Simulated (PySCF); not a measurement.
C2H4BF2N, SMILES NB(F)/C=C\F. Atoms are numbered in the order given.

```xyz
10

N     -1.3652    -0.8141     0.0000
B      0.0344    -0.9408     0.0000
F      0.5705    -2.1876     0.0000
C      1.0159     0.2797     0.0000
C      0.6734     1.5781     0.0000
F     -0.6153     1.9930     0.0000
H     -1.9879    -1.6214     0.0000
H     -1.8245     0.0951     0.0000
H      2.1025     0.0927     0.0000
H      1.3619     2.4411     0.0000
```

Geometry: PBE-D3(BJ)/def2-SVP. The structure was generated by enumeration; whether it is a known compound was not checked. The values are those of a single conformer.

Method: KT2/pcSseg-1 (PySCF).

GIAO shieldings, no solvent; atoms listed in one row are averaged. δ = σ(ref) − σ: ¹⁵N against NH3 (σ = 266.2 ppm); ¹¹B against BF3 (σ = 89.8 ppm); ¹⁹F against CFCl3 (σ = 127.1 ppm); ¹³C against TMS (σ = 185.1 ppm); ¹H against TMS (σ = 31.47 ppm), references at their B3LYP-D3(BJ)/def2-TZVP geometries, non-relativistic.

```
nucleus  atoms  count  δ (ppm)
-------  -----  -----  -------
¹⁵N         N1      1     87.7
¹¹B         B2      1     14.1
¹⁹F         F6      1   -114.4
¹⁹F         F3      1   -146.9
¹³C         C5      1    166.8
¹³C         C4      1    103.0
¹H         H10      1     7.53
¹H          H9      1     5.03
¹H          H8      1     4.26
¹H          H7      1     3.61
```
